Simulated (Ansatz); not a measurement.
Reaction (cleavage of the Si–Si bond): `C[SiH](F)[SiH2]S` + HBr → `C[SiH](F)Br` + `[SiH3]S`

Gas-phase electronic energies from Ansatz, PBE0-D4/def2-TZVP geometries. CCSD(T)/CBS is the MP2 limit (def2-TZVPP, def2-QZVPP) plus CCSD(T) − MP2 in def2-TZVPP, frozen cores. DFT in def2-TZVPP. For Br outer-core shells are correlated without core-valence functions, which leaves a few kJ/mol of doubt a bond. Scalar relativity is left out up to krypton. One conformer a species, not always the lowest.

```tsv
level	ΔE (eV)
r2SCAN-D4	-1.16
MP2/def2-TZVPP	-1.26
```

(1) What does CCSD(T)/CBS give? (An estimate is asked.)

Largest T1 diagnostic among the species: 0.012.

Answers

(1) Computed: -1.19 eV. The listed levels differ from it by 0.03, -0.07 eV.

From PBE to PBE0 (25 % exact exchange), in def2-TZVPP and without D4, ΔE moves by −0.07 eV. The D4 term adds +0.06 eV with B3LYP and +0.04 eV with PBE0; it sums over pairs of atoms, weighted by their polarisabilities, and B3LYP, whose exchange is more repulsive, gets the larger term.

B3LYP here is the variant with VWN-RPA as its local correlation; programs differ in this.
